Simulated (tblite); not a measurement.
Compound: C2H12N2Si3.
Numbering: `[CH2:1]=[N:2][SiH2:3][N:4]([SiH3:5])[SiH2:6][CH3:7]` (hydrogens: H8, H9 on C1; H10, H11 on Si3; H12, H13, H14 on Si5; H15, H16 on Si6; H17, H18, H19 on C7)

Computed with GFN2-xTB (tblite), gas phase: L-BFGS steps from a force-field or distance-geometry start until the largest atomic force falls under 0.01 eV/Å.

Step 80: E = -584.5621 eV
```
atom  x, y, z in Å  |  force x, y, z in eV/Å
C1      2.6756    0.7865    1.1552   -0.016   0.030   0.007
N2      1.6097    0.8866    0.5206   -0.011   0.012   0.012
Si3     1.0465    0.3689   -1.0233   -0.004   0.008   0.016
N4     -0.3597   -0.6041   -0.6763   -0.005   0.001  -0.009
Si5    -0.5224   -2.1836   -1.3864    0.008  -0.004   0.005
Si6    -1.7470    0.1526    0.0755   -0.005   0.003  -0.020
C7     -1.3028    1.2623    1.5396   -0.006  -0.004  -0.012
H8      2.7370    1.2112    2.1568    0.026  -0.017  -0.017
H9      3.5855    0.3062    0.7841    0.023  -0.022  -0.005
H10     1.9532   -0.4353   -1.8479   -0.009   0.013   0.020
H11     0.7077    1.6265   -1.6935   -0.013  -0.017   0.015
H12     0.8028   -2.8032   -1.4377   -0.007  -0.001   0.005
H13    -1.4129   -2.9739   -0.5385    0.007   0.002  -0.011
H14    -1.0740   -2.0670   -2.7417   -0.002  -0.014  -0.001
H15    -2.6180   -0.9357    0.5363    0.004  -0.005  -0.018
H16    -2.4432    0.9423   -0.9540   -0.020   0.002  -0.011
H17    -2.2063    1.6368    2.0119    0.011   0.000   0.008
H18    -0.7325    0.7186    2.2860    0.004   0.025   0.005
H19    -0.7089    2.1135    1.2259    0.016  -0.011   0.011
```

Step 81: E = -584.5624 eV
```
atom  x, y, z in Å  |  force x, y, z in eV/Å
C1      2.6836    0.7864    1.1520   -0.002   0.010   0.021
N2      1.6122    0.8783    0.5257   -0.017   0.020   0.005
Si3     1.0468    0.3679   -1.0196   -0.012   0.003   0.016
N4     -0.3608   -0.6040   -0.6749   -0.004   0.000  -0.019
Si5    -0.5233   -2.1838   -1.3848    0.012  -0.006   0.015
Si6    -1.7495    0.1540    0.0728    0.011  -0.002  -0.011
C7     -1.3084    1.2623    1.5389   -0.005   0.001  -0.005
H8      2.7470    1.2051    2.1561    0.029  -0.014  -0.021
H9      3.5956    0.3153    0.7728    0.013  -0.010  -0.002
H10     1.9505   -0.4342   -1.8489   -0.006   0.011   0.019
H11     0.7101    1.6288   -1.6842   -0.015  -0.014   0.012
H12     0.8007   -2.8057   -1.4333    0.000   0.000   0.004
H13    -1.4134   -2.9738   -0.5365    0.002   0.002  -0.012
H14    -1.0719   -2.0694   -2.7412   -0.006  -0.011  -0.004
H15    -2.6204   -0.9354    0.5309   -0.003  -0.002  -0.018
H16    -2.4406    0.9465   -0.9575   -0.025   0.002  -0.015
H17    -2.2136    1.6324    2.0114    0.006   0.003   0.012
H18    -0.7359    0.7214    2.2856    0.002   0.017  -0.001
H19    -0.7184    2.1170    1.2274    0.018  -0.010   0.004
```

Step 82: E = -584.5626 eV
```
atom  x, y, z in Å  |  force x, y, z in eV/Å
C1      2.6886    0.7872    1.1496    0.033  -0.013   0.048
N2      1.6147    0.8760    0.5287   -0.068   0.031  -0.017
Si3     1.0466    0.3678   -1.0162   -0.016  -0.002   0.014
N4     -0.3620   -0.6033   -0.6745    0.000   0.000  -0.022
Si5    -0.5238   -2.1833   -1.3839    0.013  -0.006   0.018
Si6    -1.7520    0.1548    0.0705    0.024  -0.005   0.001
C7     -1.3121    1.2618    1.5380    0.000   0.005   0.004
H8      2.7560    1.2029    2.1541    0.027  -0.001  -0.008
H9      3.5988    0.3166    0.7669    0.030  -0.012  -0.011
H10     1.9491   -0.4330   -1.8474    0.000   0.006   0.015
H11     0.7116    1.6299   -1.6784   -0.020  -0.004   0.006
H12     0.7987   -2.8074   -1.4304    0.012   0.000   0.003
H13    -1.4131   -2.9730   -0.5350   -0.006   0.000  -0.011
H14    -1.0705   -2.0707   -2.7410   -0.010  -0.009  -0.006
H15    -2.6203   -0.9371    0.5268   -0.011   0.001  -0.017
H16    -2.4408    0.9486   -0.9603   -0.028   0.002  -0.016
H17    -2.2174    1.6300    2.0111   -0.005   0.006   0.013
H18    -0.7383    0.7233    2.2855    0.001   0.004  -0.006
H19    -0.7237    2.1180    1.2284    0.021  -0.003  -0.006
```

Step 83: E = -584.5629 eV
```
atom  x, y, z in Å  |  force x, y, z in eV/Å
C1      2.6978    0.7875    1.1467    0.036  -0.047   0.020
N2      1.6172    0.8687    0.5354   -0.023   0.022  -0.004
Si3     1.0464    0.3673   -1.0110   -0.014   0.000   0.011
N4     -0.3640   -0.6025   -0.6746    0.004   0.002  -0.020
Si5    -0.5246   -2.1837   -1.3811    0.010  -0.004   0.009
Si6    -1.7558    0.1561    0.0662    0.026  -0.002   0.009
C7     -1.3181    1.2612    1.5363    0.005   0.011   0.012
H8      2.7678    1.1951    2.1541    0.033   0.006  -0.007
H9      3.6114    0.3269    0.7540   -0.024   0.018   0.005
H10     1.9464   -0.4307   -1.8476    0.001   0.005   0.017
H11     0.7138    1.6328   -1.6672   -0.024   0.002   0.002
H12     0.7964   -2.8099   -1.4242    0.023   0.000   0.002
H13    -1.4147   -2.9713   -0.5317   -0.013  -0.005  -0.008
H14    -1.0688   -2.0727   -2.7395   -0.009  -0.010  -0.004
H15    -2.6234   -0.9376    0.5196   -0.015   0.008  -0.018
H16    -2.4407    0.9513   -0.9666   -0.025  -0.003  -0.007
H17    -2.2235    1.6258    2.0120   -0.008   0.007   0.007
H18    -0.7412    0.7250    2.2831    0.000  -0.009  -0.011
H19    -0.7320    2.1198    1.2288    0.016   0.000  -0.014
```

Question: Estimate the geometry and energy of step 84. (The exact step hangs on the optimiser's Hessian estimate; all steps are aligned on step 83, rigid shifts and turns removed.)

Answer: E = -584.5633 eV, largest force 0.073 eV/Å
```
atom  x, y, z in Å  |  force x, y, z in eV/Å
C1      2.6975    0.7880    1.1470    0.046  -0.052   0.023
N2      1.6173    0.8738    0.5359   -0.047   0.018  -0.012
Si3     1.0457    0.3686   -1.0092   -0.007   0.003   0.006
N4     -0.3651   -0.6011   -0.6761    0.007   0.001  -0.012
Si5    -0.5246   -2.1831   -1.3809    0.006  -0.002  -0.002
Si6    -1.7574    0.1560    0.0649    0.019   0.002   0.012
C7     -1.3174    1.2602    1.5351    0.008   0.010   0.012
H8      2.7713    1.1968    2.1531    0.027   0.017   0.008
H9      3.6078    0.3216    0.7552   -0.007   0.009  -0.005
H10     1.9470   -0.4295   -1.8440    0.004   0.002   0.016
H11     0.7128    1.6328   -1.6667   -0.026   0.010  -0.002
H12     0.7958   -2.8099   -1.4233    0.029  -0.001   0.001
H13    -1.4143   -2.9697   -0.5306   -0.016  -0.009  -0.006
H14    -1.0692   -2.0723   -2.7395   -0.007  -0.012   0.002
H15    -2.6219   -0.9406    0.5180   -0.017   0.015  -0.017
H16    -2.4449    0.9496   -0.9684   -0.018  -0.008   0.003
H17    -2.2210    1.6268    2.0128   -0.011   0.010   0.001
H18    -0.7406    0.7239    2.2817    0.000  -0.021  -0.010
H19    -0.7286    2.1169    1.2276    0.011   0.007  -0.018
```

The energy changes by -0.0003 eV. The first-order estimate −F·Δx gives -0.0004 eV and the mean of the old and new forces, exact on a quadratic surface, -0.0003 eV. The step makes an angle of 74° with the force vector and moves no atom by more than 0.006 Å.

What follows is the cost of the whole relaxation. On Arm Neoverse V1, one thread, no GPU (shared host), this took 2.6 s wall.
